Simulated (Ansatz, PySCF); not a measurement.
This Ansatz (a quantum-chemistry and plane-wave program) input computes a B3LYP/def2-TZVPD energy:

Ansatz 0.2 input:
```yaml
crystal:
  periodic: [false, false, false]
  atoms:
    - {symbol: B, position_ang: [-0.04295316, 0.00280648, 0.00419661]}
    - {symbol: C, position_ang: [1.49369313, -0.09759527, -0.14593697]}
    - {symbol: O, position_ang: [-0.78704283, 0.95631229, -0.64029487]}
    - {symbol: O, position_ang: [-0.76544671, -0.85487537, 0.79197637]}
    - {symbol: H, position_ang: [2.09127003, -0.84883965, 0.36014928]}
    - {symbol: H, position_ang: [2.07427263, 0.57667046, -0.76713157]}
    - {symbol: H, position_ang: [-0.26477324, 1.54780649, -1.18717034]}
    - {symbol: H, position_ang: [-0.22824608, -1.51559348, 1.23533937]}
basis:
  gaussian:
    orbitals: def2-TZVPD
hamiltonian:
  xc: {name: B3LYP}
magnetization: {spin_polarized: true, initial_magnetization: 1}
output: {forces: true}
```

### Question
Write an input for the same energy in PySCF and say what it gives.

### Answer

```python
from pyscf import gto, scf, dft

mol = gto.M(
    atom='''
    B    -0.04295316    0.00280648    0.00419661
    C     1.49369313   -0.09759527   -0.14593697
    O    -0.78704283    0.95631229   -0.64029487
    O    -0.76544671   -0.85487537    0.79197637
    H     2.09127003   -0.84883965    0.36014928
    H     2.07427263    0.57667046   -0.76713157
    H    -0.26477324    1.54780649   -1.18717034
    H    -0.22824608   -1.51559348    1.23533937
    ''',
    basis='def2-tzvpd',
    charge=0,
    spin=1,
    verbose=4,
)

mf = dft.UKS(mol, xc='b3lyp').density_fit(auxbasis='def2-universal-jkfit')
mf.grids.level = 3
mf.conv_tol = 1e-9
mf.max_cycle = 100
mf.max_memory = 1500
mf.kernel()
if not mf.converged:
    mf = mf.newton()
    mf.kernel(mf.make_rdm1())
for _ in range(2):
    mo, _, stable, _ = mf.stability(return_status=True)
    if stable:
        break
    mf.kernel(mf.make_rdm1(mo, mf.mo_occ))
mf.analyze()
```
It gives -215.96920 Eh, and Ansatz -215.96914 Eh, a difference of 0.06 mEh, from the treatment of integrals and grids.

It need not be the lowest isomer of its formula.
